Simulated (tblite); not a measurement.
`C=C([S]=O)C(=O)CC=O` [radical] (doublet state). Computed geometry: GFN2-xTB, gas phase. This method treats the open shell by occupation alone, without spin polarisation.

```
atom  x, y, z in Å
C1     2.1489   -0.6771    0.6019
C2     1.1059   -0.2720   -0.1335
S3     1.2930    1.2072   -1.1072
O4     0.1955    1.2665   -2.0870
C5    -0.1819   -1.0070   -0.0811
O6    -0.2396   -2.1920    0.1303
C7    -1.4253   -0.1641   -0.2784
C8    -1.4370    1.0548    0.5934
O9    -0.4832    1.7426    0.8396
H10    3.0871   -0.1502    0.5849
H11    2.0693   -1.5381    1.2444
H12   -2.3163   -0.7749   -0.1388
H13   -1.3866    0.2050   -1.3141
H14   -2.4305    1.2988    1.0089
```

(1) Work out the bond lengths C1–H10, C1–H11, C2–S3, C2–C5, C8=O9 in Å.

(2) How far apart are these pairs, which share no bond: C2···O4, C2···C8, O4···O6, O4···H12, C5···H10?

(3) How far are the heavy atoms from their best plane (unweighted least squares)?

(4) What is the repulsion energy of the bare nuclei, Σ ZA·ZB/RAB?

(5) Give the dihedral angles C1–C2–S3–O4, H11–C1–C2–C5, C2–C5–C7–H13, O6–C5–C7–H12, H10–C1–C2–S3, C2–C5–C7–C8.

(6) Where is the centre of mass (commonest isotopes), and what is the radius of gyration?

(7) Write the matrix of distances between heavy atoms (Å, lower triangle).

Answers

(1) For C1–H10 the difference vector is (0.9382, 0.5269, -0.0170) Å, of length 1.0762 Å. C1–H10 1.076; C1–H11 1.077; C2–S3 1.781; C2–C5 1.484; C8=O9 1.201 Å.

(2) C2···O4 2.648 Å (2 bonds apart); C2···C8 2.959 Å (3 bonds apart); O4···O6 4.131 Å (4 bonds apart); O4···H12 3.778 Å (5 bonds apart); C5···H10 3.444 Å (3 bonds apart).

(3) 0.792 Å rms; C1 1.02, C2 0.19, S3 0.18, O4 1.35, C5 0.35, O6 0.55, C7 0.61, C8 0.56, O9 1.26 Å (magnitudes).

(4) 531.53 Eh over 91 pairs, with full nuclear charges and distances in bohr; the largest single term is 46.00 Eh (S3 with O4).

(5) C1–C2–S3–O4 165° (antiperiplanar); H11–C1–C2–C5 0° (synperiplanar); C2–C5–C7–H13 66° (synclinal); O6–C5–C7–H12 3° (synperiplanar); H10–C1–C2–S3 -2° (synperiplanar); C2–C5–C7–C8 -49° (synclinal). Dihedral signs follow IUPAC: positive where, seen along the central bond, the front bond turns clockwise onto the rear one.

(6) Mass 144.996 u; centre at (0.238, 0.261, -0.300) Å; Rg = √(Σ m r²/M) = 1.937 Å. As Ia + Ib + Ic = 2 Σ m r², the three principal moments sum to 1088.0 u·Å².

(7) 
```
C1    0.000
C2    1.339  0.000
S3    2.684  1.781  0.000
O4    3.850  2.648  1.472  0.000
C5    2.451  1.484  2.851  3.055  0.000
O6    2.867  2.359  3.929  4.131  1.205  0.000
C7    3.717  2.538  3.155  2.819  1.515  2.384  0.000
C8    3.982  2.959  3.220  3.146  2.506  3.491  1.499  0.000
O9    3.583  2.744  2.689  3.042  2.915  4.005  2.403  1.201  0.000
```

Its GFN2-xTB frequencies are all real (lowest 56 cm⁻¹). 3 starts were optimised and ended at 0.00, 0.28 and 1.34 kcal/mol (GFN2-xTB); the lowest of these is shown.

The run took 0.56 s wall on one thread, Arm Neoverse V1 (aarch64), shared host with 32 logical CPUs at a one-minute load of 41. These figures are those of the optimisation.

One conformer stands for the species.
